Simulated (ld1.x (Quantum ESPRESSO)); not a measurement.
Configuration tests for cobalt (PAW)

| Item | Value |
| --- | --- |
| Element | Co (Z = 27) |
| Generator | ld1.x (Quantum ESPRESSO) 7.5 |
| Type | PAW |
| Functional | PBE |
| Relativity | scalar-relativistic |
| Frozen core | [Ar] |
| Valence charge | 9 |
| Reference configuration | 3d7 4s1.75 4p0.25 |
| Partial waves | 4s (bound): rcut 2.00, rcutus 2.35 bohr; 4s channel at -0.05 Ry: rcut 2.00, rcutus 2.35 bohr; 4p (bound): rcut 1.95, rcutus 2.35 bohr; 4p channel at 4.4 Ry: rcut 1.95, rcutus 2.35 bohr; 3d (bound): rcut 1.40, rcutus 1.65 bohr; 3d channel at -0.05 Ry: rcut 1.40, rcutus 1.65 bohr |
| Local potential | all-electron potential smoothed inside 1.35 bohr (lloc = -1) |
| Core correction | Bessel-smoothed model core, default radius (core density twice the valence density) |
| Augmentation charge | BESSEL, radius 1.15 bohr |

Energies are relative to the spin-unpolarised reference configuration 3d7 4s1.75 4p0.25; without spin polarisation the order of configurations can differ from experiment.

**Question.** Give the all-electron excitation energy and the error of the potential for: 3d7 4s2 4p0; 3d7 4s1 4p0; 3d7 4s0 4p0; 3d5 4s0 4p0; 3d7 4s1 4p1; 3d7 4s0 4p2; 3d7.5 4s1.5 4p0.

**Answer.**

```tsv
valence configuration	charge	ΔE all-electron (eV)	error AE − PS (meV)
3d7 4s2 4p0	0	-1.057	0.0
3d7 4s1 4p0	+1	7.973	-2.3
3d7 4s0 4p0	+2	24.759	-5.6
3d5 4s0 4p0	+4	115.980	-1510
3d7 4s1 4p1	0	3.293	-0.7
3d7 4s0 4p2	0	7.921	-1.1
3d7.5 4s1.5 4p0	0	-2.018	-25
```

Levels in the configuration 3d7 4s1 4p0:

| level | all-electron (eV) | pseudo (eV) |
| --- | --- | --- |
| 3d | -16.959 | -16.939 |
| 4s | -12.763 | -12.766 |

Note: ghost state, extra bound levels that the all-electron valence spectrum of the same l lacks: s at -30.0 eV. A true bound ghost makes a file unfit for plane-wave use.
